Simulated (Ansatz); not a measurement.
Consider the formal hydrolysis of a C–B bond: `CC(Cl)B(F)F` + H₂O → `CC(O)Cl` + `FBF`.

Program: Ansatz. Geometries: PBE0-D4/def2-TZVP. ΔE: electronic, gas phase. CCSD(T)/CBS adds triple-zeta CCSD(T) − MP2 to the extrapolated MP2 energy (def2 sets, frozen cores). This one scheme is used for every species. DFT in def2-TZVPP. One conformer a species, not always the lowest.

CCSD(T)/CBS gives +60.3 kJ/mol.

Question: Another level gave +56.9 kJ/mol. Which?
A. r2SCANh/def2-TZVPP
B. CCSD(T)/def2-TZVPP
C. BLYP/def2-TZVPP
D. BHLYP/def2-TZVPP

Answer: B. CCSD(T)/def2-TZVPP 56.9, BHLYP 48.5, BLYP 42.1, r2SCANh 52.5 kJ/mol.

Largest T1 diagnostic among the species: 0.013.

The D4 term adds +5.1 kJ/mol with B3LYP and +2.9 kJ/mol with PBE0; it sums over pairs of atoms, weighted by their polarisabilities, and B3LYP, whose exchange is more repulsive, gets the larger term. From PBE to PBE0 (25 % exact exchange), in def2-TZVPP and without D4, ΔE moves by +4.0 kJ/mol. At CCSD(T), def2-SVP lies −15.7 kJ/mol from the extrapolated value and def2-TZVPP −3.5 kJ/mol.

B3LYP here is the variant with VWN-RPA as its local correlation; programs differ in this.
